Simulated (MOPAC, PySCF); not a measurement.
C$_{4}$H$_{7}$B, SMILES `B/C=C\C=C`, neutral singlet in the gas phase. 

Cartesian coordinates (Å):
```xyz
12

B      2.2024    -0.1842     0.1104
C      1.1500     0.9120    -0.0569
C     -0.1949     0.7296    -0.0614
C     -0.9011    -0.5231     0.0889
C     -2.2355    -0.5989     0.0705
H      1.8991    -1.3284     0.2547
H      3.3622     0.0939     0.0990
H      1.4784     1.9402    -0.1856
H     -0.8418     1.5963    -0.1894
H     -0.3107    -1.4208     0.2197
H     -2.8484     0.2857    -0.0592
H     -2.7536    -1.5416     0.1837
```
Charge 0, multiplicity 1.

All levels are single points at this geometry (B3LYP-D3(BJ)/def2-TZVP); Pople sets use spherical d functions. Orbital energies aren't observables, and empty levels follow the basis.

```tsv
level	HOMO (eV)	LUMO (eV)	gap (eV)	dipole (D)	vertical IE, Delta-SCF (eV)
B3LYP-D3(BJ)/def2-TZVP in PySCF	-7.07	-2.53	4.55	1.93	9.21
PBE/6-31G* in PySCF	-6.08	-2.90	3.18	2.10	9.06
SVWN5/6-31G* in PySCF	-6.26	-3.13	3.13	2.14	9.33
HF/3-21G in PySCF	-9.06	1.53	10.59	1.91	–
HF/STO-3G in PySCF	-7.38	4.66	12.04	1.44	–
PM3 in MOPAC	-9.90	-0.98	8.92	2.25	–
```
